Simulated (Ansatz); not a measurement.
```xyz
3

S    -0.9688    1.2749   -0.8333
C    -0.4973    0.1718    0.1529
S     0.0449   -1.0969    1.2871
```

Basis set: cc-pVDZ (spherical functions). Correlated methods keep 11 orbitals frozen. Charge 0, multiplicity 1.

Computed with Ansatz (development build ahead of 0.2.0); the reference of a correlated method needn't be the lowest determinant of its kind. Restricted open shells among the atoms or ions are ROHF, correlated in semicanonical orbitals with singles.

(1) Give the atomization energy at this shape (free ground-state atoms in the same class of orbitals less the molecule, no zero-point energy) of singlet CS2 by RHF-CCSD(T), RHF-CCSD.

## Answers

(1)

| method | atomization energy |
| --- | --- |
| RHF-CCSD(T) | 9.98 eV |
| RHF-CCSD | 9.38 eV |

Caution: large share of triples, a single reference is doubtful; no unrestricted run beside it, a lower state can exist; the reference determinant was not shown to be the lowest.
